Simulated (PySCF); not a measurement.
Geometry:
```json
{"atom": "C1", "x (Å)": "4.155", "y (Å)": "-0.272", "z (Å)": "0.864"}
{"atom": "C2", "x (Å)": "3.167", "y (Å)": "0.515", "z (Å)": "0.042"}
{"atom": "O3", "x (Å)": "3.437", "y (Å)": "1.437", "z (Å)": "-0.680"}
{"atom": "O4", "x (Å)": "1.925", "y (Å)": "0.044", "z (Å)": "0.235"}
{"atom": "C5", "x (Å)": "0.874", "y (Å)": "0.663", "z (Å)": "-0.421"}
{"atom": "C6", "x (Å)": "-0.362", "y (Å)": "0.218", "z (Å)": "-0.289"}
{"atom": "C7", "x (Å)": "-1.677", "y (Å)": "0.670", "z (Å)": "-0.855"}
{"atom": "C8", "x (Å)": "-2.356", "y (Å)": "-0.515", "z (Å)": "-0.129"}
{"atom": "C9", "x (Å)": "-3.414", "y (Å)": "-0.134", "z (Å)": "0.889"}
{"atom": "C10", "x (Å)": "-0.989", "y (Å)": "-0.922", "z (Å)": "0.462"}
{"atom": "H11", "x (Å)": "5.163", "y (Å)": "0.058", "z (Å)": "0.637"}
{"atom": "H12", "x (Å)": "4.047", "y (Å)": "-1.332", "z (Å)": "0.651"}
{"atom": "H13", "x (Å)": "3.945", "y (Å)": "-0.114", "z (Å)": "1.919"}
{"atom": "H14", "x (Å)": "1.150", "y (Å)": "1.515", "z (Å)": "-1.028"}
{"atom": "H15", "x (Å)": "-1.997", "y (Å)": "1.650", "z (Å)": "-0.505"}
{"atom": "H16", "x (Å)": "-1.736", "y (Å)": "0.653", "z (Å)": "-1.943"}
{"atom": "H17", "x (Å)": "-2.757", "y (Å)": "-1.259", "z (Å)": "-0.819"}
{"atom": "H18", "x (Å)": "-3.728", "y (Å)": "-1.009", "z (Å)": "1.456"}
{"atom": "H19", "x (Å)": "-4.287", "y (Å)": "0.285", "z (Å)": "0.394"}
{"atom": "H20", "x (Å)": "-3.023", "y (Å)": "0.605", "z (Å)": "1.585"}
{"atom": "H21", "x (Å)": "-0.922", "y (Å)": "-0.831", "z (Å)": "1.545"}
{"atom": "H22", "x (Å)": "-0.625", "y (Å)": "-1.907", "z (Å)": "0.176"}
```

How the numbers were obtained: geometry from GFN2-xTB, σ from GIAO-PBE0/pcSseg-1, in PySCF 2.14 (non-relativistic, averaged over atoms made equivalent by symmetry, fast rotation or ring inversion, no solvent, a single conformation).

Question: Predict the 2D correlation tables (HSQC, COSY, HMBC).

Answer: 

HSQC (one-bond C–H):
```csv
δH,δC
7.68 (H14),137.6 (C5)
3.04 (H16),34.4 (C7)
3.00 (H22),34.7 (C10)
2.37 (H17),26.1 (C8)
2.35 (H15),34.4 (C7)
2.30 (H21),34.7 (C10)
2.10 (H11/H12/H13),23.2 (C1)
1.17 (H18/H19/H20),24.5 (C9)
```

COSY cross peaks (H two or three bonds apart, from the bond graph; peaks can be absent where the dihedral angle is near 90°):
```csv
δH,δH
3.04 (H16),2.37 (H17)
3.04 (H16),2.35 (H15)
3.00 (H22),2.37 (H17)
3.00 (H22),2.30 (H21)
2.37 (H17),2.35 (H15)
2.37 (H17),2.30 (H21)
2.37 (H17),1.17 (H18/H19/H20)
```

HMBC (two and three bonds, from the bond graph):
```csv
δH,δC
7.68 (H14),"171.6 (C2), 125.5 (C6), 34.7 (C10), 34.4 (C7)"
3.04 (H16),"137.6 (C5), 125.5 (C6), 34.7 (C10), 26.1 (C8), 24.5 (C9)"
3.00 (H22),"137.6 (C5), 125.5 (C6), 34.4 (C7), 26.1 (C8), 24.5 (C9)"
2.37 (H17),"125.5 (C6), 34.7 (C10), 34.4 (C7), 24.5 (C9)"
2.35 (H15),"137.6 (C5), 125.5 (C6), 34.7 (C10), 26.1 (C8), 24.5 (C9)"
2.30 (H21),"137.6 (C5), 125.5 (C6), 34.4 (C7), 26.1 (C8), 24.5 (C9)"
2.10 (H11/H12/H13),171.6 (C2)
1.17 (H18/H19/H20),"34.7 (C10), 34.4 (C7), 26.1 (C8)"
```

Chemical shifts δ = σref − σ; 1H (σ = 31.72 ppm), 13C (σ = 186.93 ppm) vs TMS, all at this level.

Short H···H contacts in this conformer between protons four or more bonds apart (candidates for NOE cross peaks, intensity ∝ r⁻⁶): H20···H21 2.55 Å, H15···H20 2.55 Å.

Shifts are as computed. Against solution values, carbons near 30 ppm lie about +3 ppm off and those near 130 ppm about +5 ppm. Of 1211 compounds with measured shifts, 218 miss one by over three times the rms of a fit or turn the order of signals round; such compounds aren't used in these exercises.
